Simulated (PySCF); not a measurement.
C3H8FNSi, SMILES C/C=N/[C@H](F)[SiH3].

Geometry optimised at ωB97X-D3(BJ)/def2-SVP. The structure was generated by enumeration; whether it is a known compound was not checked. Other conformers were not sampled.

Two levels are set side by side: PBE/def2-TZVP (PySCF) and r2SCAN/def2-TZVP (PySCF). Same geometry, gas phase. Differences are taken from unrounded values.

| quantity | r2SCAN |
|---|---|
| orbital gap (eV) | 5.48 |
| highest occupied level (eV) | -6.67 |
| lowest empty level (eV) | -1.19 |
| dipole moment (D) | 0.98 |
| mean polarisability (bohr³) | 75.7 |

Problem. What does PBE give, and how far is it from r2SCAN? (An estimate is asked for; the answer gives what the named calculation found.)

Solution. 
```csv
quantity,PBE,PBE minus r2SCAN
orbital gap (eV),4.95,-0.53
highest occupied level (eV),-6.36,0.31
lowest empty level (eV),-1.41,-0.22
dipole moment (D),0.93,-0.05
mean polarisability (bohr³),77.9,2.2
```

Rough cost on one machine, each run with all the roots and properties that it gave: r2SCAN against PBE about 4 times.
